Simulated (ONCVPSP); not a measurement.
# Ranking ONCV potentials for B (Z = 5)

All share these settings but for the change named:

ONCVPSP 4.0.1 input, shortened (lines: element, Z, core and valence counts, functional; n l f; lmax; l rc ep ncon nbas qcut; lloc lpopt rc5 dvloc0; l nproj debl; icmod fcfact rcfact), PBEsol, non-relativistic:

```
  B 5.00    1    2  -116133      upf
    1    0    2.00
    2    0    2.00
    2    1    1.00
    1
    0    1.25    0.00    4    9    4.80
    1    3.95    0.00    3    6    3.60
    0    5    1.25    0.00
    0    0    2.10
    1    3    0.80
    4    0.25    0.00
```

Cutoff: the first of the cutoffs (Ha) at which the residual kinetic energy of the hardest occupied pseudo-wave falls to 1 and 0.1 mHa per electron; the density cutoff is not measured.

The base gives 12 Ha.

Of 9 variants that were run, those that failed, showed a ghost or another fault, or gave nearly equal values are left out.

A variant can come out equal or close to the base.

(1) Rank these variants from softest to hardest (loose cutoff).
A. s: qcut 3.5; p: qcut 2.6
B. s: qcut 3.8; p: qcut 2.9
C. s: qcut 5.7; p: qcut 4.3
D. s: qcut 3.1; p: qcut 2.3

Results:

(1) C (12 Ha), B (25 Ha), A (41 Ha), D (50 Ha).
